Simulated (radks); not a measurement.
All-electron atom: Ga in [Ar] 3d9 4s2 4p1 4d1 (not the ground configuration). All-electron calculation, scalar-relativistic Kohn-Sham, BLYP, spin-polarised, spherical densities, finite nucleus; open shells are filled with parallel spins first; Fermi nuclear charge, rms radius 3.9973 fm. Program: a radial shooting solver on a logarithmic mesh with Libxc functionals.

Local quantities along the radius. ELF = 1/(1 + alpha^2) is the electron localisation function; alpha = (tau - tau_W)/tau_unif compares the Pauli kinetic energy density with that of the uniform gas (summed over spins). tau is taken from the large components.

```
   r/bohr * ELF (the largest magnitude, 1, reaches the edge; | marks zero)
 0.003019 |                                                      *
 0.003515 |                                                      *
 0.004125 |                                                      *
 0.004802 |                                                      *
 0.005635 |                                                      *
 0.006561 |                                                      *
 0.007699 |                                                      *
 0.008963 |                                                      *
  0.01052 |                                                      *
  0.01224 |                                                      *
  0.01437 |                                                      *
  0.01673 |                                                      *
  0.01963 |                                                      *
  0.02285 |                                                     *
  0.02682 |                                                     *
  0.03122 |                                                    *
  0.03664 |                                                 *
  0.04265 |                                            *
  0.05005 |                                  *
  0.05827 |                       *
  0.06838 |                *
  0.07961 |               *
  0.09342 |                    *
   0.1088 |                            *
   0.1276 |                                     *
   0.1486 |                                          *
   0.1744 |                                           *
    0.203 |                                        *
   0.2382 |                             *
   0.2773 |                *
   0.3254 |           *
   0.3788 |                *
   0.4446 |                             *
   0.5175 |                                      *
   0.6073 |                                         *
    0.707 |                                         *
   0.8297 |                                    *
   0.9659 |                            *
    1.134 |                 *
     1.32 |           *
    1.549 |           *
    1.803 |                 *
    2.116 |                            *
    2.463 |                                 *
     2.89 |                             *
    3.365 |                *
    3.948 |     *
    4.597 | *
    5.394 | *
     6.28 | *
    7.369 |  *
    8.579 |  *
    10.07 |  *
    11.72 | *
    13.75 |*
    16.01 |*
    18.79 *
    21.87 *
    25.67 *
```

On this mesh the ELF has minima near r = 0.080, 0.33, 1.3 bohr, which separate the shells, and maxima near 0.17 (0.80), 0.61 (0.77), 2.5 (0.62).

Self-consistent cycle (total energy in hartree, residual of the potential): 1: -1942.644579, 2e+00; 2: -1943.161997, 2e+00; 3: -1943.379662, 4e-01; 4: -1943.388603, 5e-02; 5: -1943.388560, 2e-02; 6: -1943.388556, 3e-02; 7: -1943.388679, 3e-03; 8: -1943.388679, 1e-03; 9: -1943.388678, 4e-04; 10: -1943.388677, 5e-05; 11: -1943.388677, 8e-05; 12: -1943.388678, 9e-06; 13: -1943.388678, 7e-06; 14: -1943.388678, 9e-07; 15: -1943.388678, 8e-07; 16: -1943.388678, 1e-07; 17: -1943.388678, 5e-08; 18: -1943.388678, 3e-08; 19: -1943.388678, 1e-08; 20: -1943.388678, 5e-09.
